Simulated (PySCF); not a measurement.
A structure optimised at PBE-D3(BJ)/def2-SVP, used in a PySCF frequency run:

```xyz
14

C     -0.2739     1.7065     0.0000
C      0.2749     1.0770    -1.2832
S     -0.2301    -0.6647    -1.5430
C      0.4568    -1.3567     0.0000
S     -0.2301    -0.6647     1.5430
C      0.2749     1.0770     1.2832
H     -1.3822     1.6416     0.0000
H     -0.0036     2.7864     0.0000
H      1.3861     1.1375    -1.3054
H     -0.0998     1.6142    -2.1773
H      1.5629    -1.2469     0.0000
H      0.2161    -2.4377     0.0000
H     -0.0998     1.6142     2.1773
H      1.3861     1.1375     1.3054
```

Task: Write its SMILES, formula and point group.

Result: C1CSCSC1, C4H8S2, Cs

Task: What are its rotational constants (standard atomic weights)?

Result: 3.2440, 2.2759, 1.4685 GHz
